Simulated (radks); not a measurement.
Problem. Valence configurations of Nb I (all share [Kr]). All-electron calculation, Dirac Kohn-Sham, LDA (Slater exchange, Perdew-Wang correlation), spin-unpolarised, spherical densities, point nucleus; open shells fill j = l - 1/2 first. Program: a radial shooting solver on a logarithmic mesh with Libxc functionals. Order these by energy: 4d5; 4d3 5s2; 4d4 5s1; 4d2 5s0.5 5p2.5; 4d3.5 5s1 5p0.5; 4d4 5p1; 4d1 5s1.5 5p2.5; 4d4 5s0.5 5p0.5; 4d3 5s1 5p1; 4d1.5 5s1 5p2.5.

Solution. From the lowest, in eV above it: 4d3 5s2 0.000; 4d4 5s1 0.501; 4d3.5 5s1 5p0.5 1.672; 4d5 1.919; 4d4 5s0.5 5p0.5 1.962; 4d3 5s1 5p1 3.281; 4d4 5p1 3.459; 4d2 5s0.5 5p2.5 10.045; 4d1.5 5s1 5p2.5 11.286; 4d1 5s1.5 5p2.5 12.897. NIST lists [Kr] 4d4 5s1 as the ground configuration; this level of theory puts 4d3 5s2 lower, by 0.501 eV. The energies are those of spherical spin-averaged densities, not of single terms.
